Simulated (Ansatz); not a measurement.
Consider the redistribution: `[F][SnH]([SiH3])[Cl]` + `[NH2][SnH]([F])[Cl]` → `[F][Sn]([SiH3])([Cl])[Cl]` + `[NH2][SnH2][F]`.

Calculated with Ansatz (gas phase, PBE0-D4/def2-TZVP geometries, no zero-point term in ΔE). CCSD(T)/CBS adds triple-zeta CCSD(T) − MP2 to the extrapolated MP2 energy (def2 sets, frozen cores). Elements past krypton have def2 core potentials. For Sn outer-core shells are correlated without core-valence functions, which leaves a few kJ/mol of doubt a bond. One conformer a species, not always the lowest.

`[F][SnH]([SiH3])[Cl]`:

Cartesian coordinates in Å:
```
F 0.901 0.362 2.296
Sn 0.185 0.981 0.623
Si -0.028 -1.082 -0.882
Cl -1.954 1.720 1.165
H 1.104 2.367 0.257
H 1.329 -1.618 -1.149
H -0.677 -0.659 -2.148
H -0.862 -2.071 -0.161
```

`[NH2][SnH]([F])[Cl]`:

Cartesian coordinates in Å:
```
N -0.517 -0.980 0.744
Sn 0.512 0.430 -0.224
F -0.525 2.042 -0.330
Cl 0.718 -0.308 -2.398
H -1.226 -1.407 0.162
H -0.958 -0.654 1.595
H 1.996 0.876 0.451
```

`[F][Sn]([SiH3])([Cl])[Cl]`:

```xyz
8

F    -0.949    0.845   -2.208
Sn   -0.399    0.969   -0.382
Si    0.510   -1.279    0.454
Cl    1.131    2.700   -0.374
Cl   -2.281    1.728    0.721
H     0.917   -1.074    1.863
H     1.662   -1.627   -0.408
H    -0.591   -2.262    0.334
```

`[NH2][SnH2][F]`:

Z-matrix (Å, degrees):
```
Sn
F 1 1.934
N 1 2.003 2 109.1
H 1 1.697 2 104.6 3 -117.2
H 1 1.697 2 104.6 3 117.2
H 3 1.011 1 114.8 2 63.2
H 3 1.011 1 114.8 2 -63.3
```

```json
{"species": "`[F][SnH]([SiH3])[Cl]`", "MP2/CBS(def2) energy (Eh)": "-1065.08785"}
{"species": "`[NH2][SnH]([F])[Cl]`", "MP2/CBS(def2) energy (Eh)": "-830.13786"}
{"species": "`[F][Sn]([SiH3])([Cl])[Cl]`", "MP2/CBS(def2) energy (Eh)": "-1524.30664"}
{"species": "`[NH2][SnH2][F]`", "MP2/CBS(def2) energy (Eh)": "-370.92052"}
```

**Question.** Work out ΔE.

**Answer.** ΔE = (-1524.30664) + (-370.92052) − (-1065.08785) − (-830.13786) = -0.00145 Eh = -3.8 kJ/mol. CCSD(T)/CBS gives -2.1 kJ/mol.

Largest T1 diagnostic among the species: 0.013.
